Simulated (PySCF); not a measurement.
Interval between two levels of Sn⁺ by level of theory

Sn⁺ [Kr] 4d10 5s2 5p1 [2P3/2, M_J = 3/2] → Sn⁺ [Kr] 4d10 5s2 6s1 [2S1/2, M_J = 1/2], as a difference of total energies. All numbers are calculated (PySCF 2.14, the two-component X2C-1e Hamiltonian, in x2c-SVPall-2c with one added diffuse shell each of s, p type (7s9p4d, 54 functions)). Correlated levels: [Ar] 3d10 frozen; the 6 highest virtual spinors dropped. "Screened" scales the spin-orbit matrix elements by Boettger's factors to mimic the two-electron term; Breit and QED terms are absent.

```tsv
method	interval between two levels (cm⁻¹)
GHF (spin-free)	52434
GMP2 (spin-free)	52819
GHF (screened spin-orbit)	51065
GMP2 (screened spin-orbit)	51492
```

The spin-free rows lack the spin-orbit shift.

Errors of the correlated levels include the incompleteness of this basis and the frozen core.

For comparison: 52635 cm⁻¹ (measured; NIST Handbook of Basic Atomic Spectroscopic Data (Sansonetti and Martin, J. Phys. Chem. Ref. Data 34, 1559 (2005))).
